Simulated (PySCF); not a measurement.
Species: C3H2F6.
InChI=1S/C3H2F6/c4-1-2(5,6)3(7,8)9/h1H2

Torsions of this conformer, `[F:1][CH2:2][C:3]([F:4])([F:5])[C:6]([F:7])([F:8])[F:9]`: F1–C2–C3–F4 59°, C2–C3–C6–F7 -60°.

The closed-shell ground state was solved at several levels (PySCF, density fitting, gas phase, non-relativistic). Geometry: PBE0-D3(BJ)/def2-SVP, one conformer, isolated molecule.

```json
{"level": "KT3/pcSseg-2", "basis functions": "352", "total energy (Eh)": "-723.7163", "HOMO (eV)": "-8.64", "LUMO (eV)": "-0.53", "gap (eV)": "8.11", "dipole (D)": "1.82"}
{"level": "PBE0/pcSseg-1", "basis functions": "163", "total energy (Eh)": "-713.8268", "HOMO (eV)": "-10.20", "LUMO (eV)": "1.17", "gap (eV)": "11.37", "dipole (D)": "1.96"}
{"level": "B3LYP/pcJ-1", "basis functions": "263", "total energy (Eh)": "-714.5755", "HOMO (eV)": "-9.95", "LUMO (eV)": "0.88", "gap (eV)": "10.83", "dipole (D)": "1.95"}
```

(1) What might CAM-B3LYP/def2-SVPD (214 basis functions) give for the same quantities?

(2) Over all these levels, which gives the widest orbital gap and which the narrowest?

(3) How far do the dipole and the HOMO energy spread over the levels?

Results:

(1) Total energy -713.8968 Eh, HOMO -11.97 eV, LUMO 0.98 eV, gap 12.95 eV, dipole 2.05 D.

(2) CAM-B3LYP/def2-SVPD (range-separated hybrid) has the widest, 12.95 eV, and KT3/pcSseg-2 (GGA) the narrowest, 8.11 eV. Functional and basis both differ between the two, so the spread mixes both effects.

(3) The dipole runs from 1.82 to 2.05 D (mean 1.95 D) and the HOMO from -11.97 to -8.64 eV.
